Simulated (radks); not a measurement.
Q: All-electron atom: the platinum ion Pt4+ in [Xe] 4f14 5d6 (the NIST ground configuration). Calculated with a radial shooting solver on a logarithmic mesh with Libxc functionals: scalar-relativistic Kohn-Sham, PBEsol, spin-polarised, spherical densities, point nucleus; open shells are filled with parallel spins first (spin-orbit coupling, left out, can overturn this in heavy ions). Some entries of the table are withheld. Estimate them.

| orbital | occ. | eigenvalue (eV) | <r> (bohr) |
|---|---|---|---|
| 1s down | 1 | -78462.93 | 0.01715 |
| 1s up | 1 | -78462.92 | 0.01715 |
| 2s up | 1 | -13826.78 | 0.07236 |
| 2s down | 1 | -13826.46 | 0.07236 |
| 2p up | 3 | -11989.73 | 0.06524 |
| 2p down | 3 | -11989.47 | 0.06524 |
| 3s up | 1 | -3286.967 | 0.1871 |
| 3s down | 1 | -3286.833 | 0.1871 |
| 3p up | 3 | -2752.138 | 0.1882 |
| 3p down | 3 | -2751.991 | 0.1882 |
| 3d up | 5 | -2172.423 | 0.1705 |
| 3d down | 5 | -2172.187 | 0.1705 |
| 4s up | 1 | -746.4154 | 0.4151 |
| 4s down | 1 | -746.1012 | 0.4151 |
| 4p up | 3 | -571.0211 | 0.4420 |
| 4p down | 3 | -570.7207 | 0.4420 |
| 4d up | 5 | -358.1942 | 0.4683 |
| 4d down | 5 | -357.8405 | 0.4681 |
| 5s up | 1 | -153.5513 | (1) |
| 5s down | 1 | -151.2832 | (2) |
| 4f up | 7 | -121.6681 | (3) |
| 4f down | 7 | -121.1401 | (4) |
| 5p up | 3 | -107.2200 | 1.086 |
| 5p down | 3 | -104.4165 | 1.080 |
| 5d up | 5 | -54.0949 | 1.425 |
| 5d down | 1 | -50.8578 | 1.432 |

A: 
(1) 5s up <r> (bohr): 0.9478
(2) 5s down <r> (bohr): 0.9427
(3) 4f up <r> (bohr): 0.5161
(4) 4f down <r> (bohr): 0.5140
